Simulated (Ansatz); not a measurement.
Consider the homolysis of the B–Si bond: `B[SiH2][SiH2]O` → `[BH2]`• + `O[SiH2][SiH2]`•.

Calculated with Ansatz (gas phase, PBE0-D4/def2-TZVP geometries, no zero-point term in ΔE). CCSD(T)/CBS adds triple-zeta CCSD(T) − MP2 to the extrapolated MP2 energy (def2 sets, frozen cores). This one scheme is used for every species. Functionals use def2-TZVPP. Open shells (•) are unrestricted, without spin–orbit coupling. One conformer a species, not always the lowest.

**Question.** What is ΔE at CCSD(T)/CBS? (An estimate is asked.)

**Answer.** Ansatz gave: +88.7 kcal/mol.

**Question.** What do these levels give: PBE-D4, PBE0-D4, r2SCANh-D4, PBE-QIDH, r2SCAN0, BHLYP, CAM-B3LYP, LC-ωPBE, SCS-MP2/def2-TZVPP, CCSD/def2-TZVPP, CCSD(T)/def2-TZVPP, HF/def2-QZVPP? (An estimate is asked.)

**Answer.** The calculation gave: PBE-D4 87.7, PBE0-D4 86.6, r2SCANh-D4 83.1, PBE-QIDH 86.6, r2SCAN0 82.3, BHLYP 83.0, CAM-B3LYP 85.0, LC-ωPBE 84.5, SCS-MP2/def2-TZVPP 86.6, CCSD/def2-TZVPP 84.5, CCSD(T)/def2-TZVPP 86.3, HF/def2-QZVPP 62.7 kcal/mol.

Largest T1 diagnostic among the species: 0.014.

At CCSD(T), def2-SVP lies −4.4 kcal/mol from the extrapolated value and def2-TZVPP −2.4 kcal/mol: correlation converges slowly with the basis, and small sets miss more of it in the bonded molecule than in its fragments. In def2-TZVPP, CCSD(T) changes the Hartree–Fock value by +23.5 kcal/mol (the triples alone add +1.9 kcal/mol) and MP2 by +23.5 kcal/mol; breaking electron pairs costs correlation energy, which Hartree–Fock lacks. The D4 term adds +1.9 kcal/mol with B3LYP and +1.1 kcal/mol with PBE0; it sums over pairs of atoms, weighted by their polarisabilities, and B3LYP, whose exchange is more repulsive, gets the larger term.

B3LYP here is the variant with VWN-RPA as its local correlation; programs differ in this.
